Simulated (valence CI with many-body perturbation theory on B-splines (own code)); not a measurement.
Values are calculated unless marked as measured or tabulated.
Hyperfine factors and g values of Dy LXII

Level of theory: configuration interaction combined with many-body perturbation theory (CI+MBPT): three valence electrons over a frozen Dirac-Fock core [He], a basis of 11 s, 11 p, 9 d, 7 f, 5 g, 2 h, 1 i functions for each j, with the one-electron correlation potential Σ1 (screened to all orders), the two-electron term Σ2, the three-electron term Σ3, Breit, model QED; selected single and double excitations, second order for the rest (own B-spline code, finite nucleus).

The last digits are not significant, and no measured levels were compared; by estimate large intervals hold to a few tenths of a per cent, small ones and those within an open d or f shell to about a per cent.

A/g_I is the dipole constant over the nuclear g factor μ/I (μ in nuclear magnetons, uniformly magnetised nucleus), B/Q the quadrupole constant per barn. Both hold the static response of the core; the bare values leave it out. Large factors of s and p1/2 electrons are usually good to 5 to 10 %; those of open d and f shells near neutrality can be off by tens of per cent, and small factors of p3/2, d and f electrons come from cancelling terms and can be off by a factor of two or in sign, in half-filled shells by more. B is blank for J = 1/2, where it vanishes, and for nearly pure S terms. Energies count from the lowest level.

Levels are named by their leading jj configuration (3d3/2^4 stands for four electrons in 3d with j = 3/2), which in mixed levels can hold well under half, so a name can repeat and another be missing. Letters in brackets count levels of one name in rising energy.

```tsv
Level	E (× 10³ cm⁻¹)	g	A/g_I (MHz)	A/g_I bare	B/Q (MHz/b)	B/Q bare
(2s^2 2p1/2) J=1/2	0.00	0.627	4600000	4580000		
(2s 2p1/2^2) J=1/2	1804.6	2.070	1.40e+07	1.38e+07		
(2s^2 2p3/2) J=3/2	7031.4	1.305	591000	605000	1150000	1150000
(2s 2p1/2 2p3/2) J=3/2 [a]	8294.3	1.631	3440000	3420000	907000	909000
(2s 2p1/2 2p3/2) J=5/2	8598.9	1.321	4090000	4060000	946000	948000
(2s 2p1/2 2p3/2) J=1/2	9101.0	1.257	-5110000	-5020000		
(2s 2p1/2 2p3/2) J=3/2 [b]	9115.8	0.974	41200	69000	618000	619000
(2p1/2^2 2p3/2) J=3/2	11005	1.326	545000	573000	1100000	1100000
(2s 2p3/2^2) J=5/2	15470	1.418	3310000	3290000	202000	202000
(2s 2p3/2^2) J=1/2	16232	1.912	1.42e+07	1.40e+07		
(2s 2p3/2^2) J=3/2	16238	1.176	-2130000	-2070000	-151000	-152000
(2p1/2 2p3/2^2) J=3/2	17697	1.438	-248000	-209000	78300	78400
(2p1/2 2p3/2^2) J=5/2	17875	1.169	1370000	1390000	-3660	-3660
(2p1/2 2p3/2^2) J=1/2	18273	0.627	4620000	4580000		
(2p3/2^3) J=3/2	25041	1.288	574000	599000	-1180000	-1180000
(2s^2 3s) J=1/2	65786	1.986	4170000	4140000		
(2s^2 3p1/2) J=1/2	66393	0.664	1380000	1370000		
(2s 2p1/2 3s) J=1/2 [a]	66993	2.357	7980000	7890000		
(2s 2p1/2 3s) J=3/2	67189	1.541	7590000	7520000	-110000	-110000
(2s 2p1/2 3s) J=1/2 [b]	67403	0.714	7270000	7210000		
(2s 2p1/2 3p1/2) J=1/2 [a]	67505	0.266	-841000	-815000		
(2s 2p1/2 3p1/2) J=3/2	67710	1.099	6710000	6640000	-111000	-111000
(2s 2p1/2 3p1/2) J=1/2 [b]	68016	1.935	1.43e+07	1.41e+07		
(2s^2 3p3/2) J=3/2	68476	1.324	231000	235000	341000	341000
(2s^2 3d3/2) J=3/2	68897	0.790	127000	127000	63500	64000
(2p1/2^2 3s) J=1/2	69160	1.939	3370000	3340000		
(2s^2 3d5/2) J=5/2	69461	1.192	137000	136000	92400	93100
(2p1/2^2 3p1/2) J=1/2	69659	0.640	1120000	1110000		
(2s 2p1/2 3p3/2) J=3/2 [a]	69667	1.393	685000	683000	339000	340000
(2s 2p1/2 3p3/2) J=5/2	69903	1.320	3770000	3730000	220000	220000
(2s 2p1/2 3p3/2) J=3/2 [b]	69925	1.244	2130000	2110000	159000	159000
(2s 2p1/2 3p3/2) J=1/2	69986	1.368	-5280000	-5210000		
(2s 2p1/2 3d3/2) J=3/2 [a]	69997	0.566	-1220000	-1200000	71800	72300
(2s 2p1/2 3d3/2) J=5/2	70220	1.013	3720000	3690000	-35500	-35100
(2s 2p1/2 3d3/2) J=3/2 [b]	70357	1.178	3760000	3710000	90100	90400
(2s 2p1/2 3d3/2) J=1/2	70400	0.435	-5810000	-5750000		
(2s 2p1/2 3d5/2) J=5/2 [a]	70654	1.309	965000	952000	75000	75700
(2s 2p1/2 3d5/2) J=7/2	70863	1.228	2720000	2690000	-46800	-46200
(2s 2p1/2 3d5/2) J=5/2 [b]	70953	1.069	298000	299000	160000	161000
(2s 2p1/2 3d5/2) J=3/2	70957	1.103	-3490000	-3460000	31100	31500
```

(1) Take the isotope of mass number 163, with I = 5/2, μ = 0.671 μN and Q = 2.65 b. What is the hyperfine structure of (2s 2p1/2^2) J=1/2?

Results:

(1) From the table A = 3750000 MHz. Shifts from the centre of gravity in MHz: F = 2: -6560000, F = 3: 4690000.
